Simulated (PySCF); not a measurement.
Cu2I4, SMILES [I][Cu]1[I][Cu]([I])[I]1, multiplicity 3.

Coordinates come from a B3LYP-D3(BJ)/def2-SVP optimisation. The multiplicity is an assumed one; other spin states were not compared. The def2 effective core potentials stand for the cores of I; spin–orbit coupling is left out.

These are TDA-B3LYP/def2-SVPD run with PySCF values and carry that method's errors.

Vertical excitations. The molecule is in vacuum.

| state | energy (eV) | λ (nm) | f | main pairs |
|---|---|---|---|---|
| root 1 | 0.41 | 3008 | 0.000 | β HOMO→LUMO 81 %, β HOMO−2→LUMO+1 17 % |
| root 2 | 0.49 | 2554 | 0.000 | β HOMO−2→LUMO 67 %, β HOMO→LUMO+1 31 % |
| root 3 | 0.64 | 1924 | 0.010 | β HOMO−1→LUMO 44 %, β HOMO−4→LUMO 38 %, β HOMO−5→LUMO+1 8 % |
| root 4 | 0.77 | 1608 | 0.000 | β HOMO−1→LUMO+1 39 %, β HOMO−4→LUMO+1 32 %, β HOMO−5→LUMO 18 % |
| root 5 | 0.86 | 1445 | 0.000 | β HOMO−3→LUMO 92 % |
| root 6 | 1.10 | 1127 | 0.000 | β HOMO−3→LUMO+1 80 % |
Unrestricted roots are not spin-pure.
